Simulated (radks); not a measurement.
Question: Fe-, 27 electrons, occupied as [Ar] 3d7 4s2. Method: scalar-relativistic Kohn-Sham, r2SCAN, spin-polarised, spherical densities, finite nucleus; open shells are filled with parallel spins first; meta-GGA in the generalised Kohn-Sham scheme; Fermi nuclear charge, rms radius 3.7377 fm; hard spherical wall at 3.5 bohr; computed with a radial shooting solver on a logarithmic mesh with Libxc functionals. Some entries of the table are withheld. Estimate them.

| orbital | occ. | eigenvalue (hartree) | <r> (bohr) | r(max) (bohr) |
|---|---|---|---|---|
| 1s down | 1 | -257.1347 | 0.05846 | 0.03827 |
| 1s up | 1 | -257.1340 | 0.05846 | 0.03827 |
| 2s up | 1 | -29.51499 | 0.2665 | 0.2222 |
| 2s down | 1 | -29.45625 | 0.2662 | 0.2220 |
| 2p up | 3 | -24.94626 | 0.2356 | 0.1799 |
| 2p down | 3 | -24.90166 | 0.2352 | 0.1798 |
| 3s up | 1 | -2.71390 | 0.8179 | 0.7018 |
| 3s down | 1 | -2.57567 | 0.8198 | 0.7024 |
| 3p up | 3 | -1.42725 | 0.8740 | 0.7168 |
| 3p down | 3 | -1.29007 | 0.8785 | 0.7180 |
| 3d up | 5 | 0.53066 | 1.157 | 0.7331 |
| 4s up | 1 | 0.64428 | 2.053 | 2.099 |
| 3d down | 2 | 0.65134 | 1.205 | 0.7438 |
| 4s down | 1 | 0.68970 | 2.077 | 2.130 |
| 4p up | 0 | 0.97997 | (1) | 2.232 |
| 4p down | 0 | 1.02016 | (2) | 2.252 |
| 4d up | 0 | 1.64161 | 1.992 | 2.439 |
| 4d down | 0 | 1.69724 | 1.960 | 2.454 |
| 5s up | 0 | 2.74724 | 2.030 | 2.791 |
| 5s down | 0 | 2.83275 | 2.010 | 2.794 |

Answer: 
(1) 4p up <r> (bohr): 2.110
(2) 4p down <r> (bohr): 2.127
